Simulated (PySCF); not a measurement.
C6H4F3O (charge +1).
Geometry (GFN2-xTB, Å), atoms numbered from 1 in this order:
```
atom  x, y, z in Å
F1     2.5829    0.2500   -1.3563
C2     2.2136   -0.0665   -0.1191
F3     2.7118    0.8449    0.7093
F4     2.7039   -1.2516    0.1907
C5     0.6743   -0.0629   -0.0252
C6    -0.0761    1.0795   -0.2199
C7    -1.4654    0.9672   -0.1157
C8    -2.0240   -0.2762    0.1758
C9    -1.1708   -1.3502    0.3494
O10    0.1242   -1.2221    0.2476
H11    0.4066    2.0209   -0.4433
H12   -2.0937    1.8358   -0.2598
H13   -3.0919   -0.4088    0.2657
H14   -1.4960   -2.3603    0.5786
```

A PySCF run (density fitting, gas phase, GFN2-xTB geometry) gave HOMO -14.12 eV, LUMO -8.17 eV and E = -604.864 Eh.

Task: Which of these levels was it?
A. KT3/IGLO-II
B. PBE0/def2-SVPD
C. LDA/ANO-RCC-VDZP
D. PBE0/6-31G*

Result: D. It is PBE0/6-31G*. All candidates on this geometry:

| level and settings | kind | basis functions | SCF cycles | E (Eh) | HOMO (eV) | LUMO (eV) |
| --- | --- | --- | --- | --- | --- | --- |
| LDA/ANO-RCC-VDZP | LDA | 160 | 15 | -601.1680 | -13.40 | -9.42 |
| KT3/IGLO-II | GGA | 244 | 17 | -613.9918 | -13.21 | -9.16 |
| PBE0/def2-SVPD | global hybrid | 244 | 14 | -604.4495 | -14.34 | -8.42 |
| PBE0/6-31G* | global hybrid | 148 | 14 | -604.8643 | -14.12 | -8.17 |

The nearest other candidate, by the summed differences of HOMO and LUMO, is PBE0/def2-SVPD: its HOMO differs by -0.22 eV and its LUMO by -0.25 eV. Cycle counts include a coarse-grid stage where the run had one. All basis functions are spherical, in the Pople sets too. KT3 was designed for NMR shieldings or shifts; total energies of different functionals aren't comparable. ANO-RCC sets were contracted for a scalar-relativistic Hamiltonian, but ran non-relativistically here.
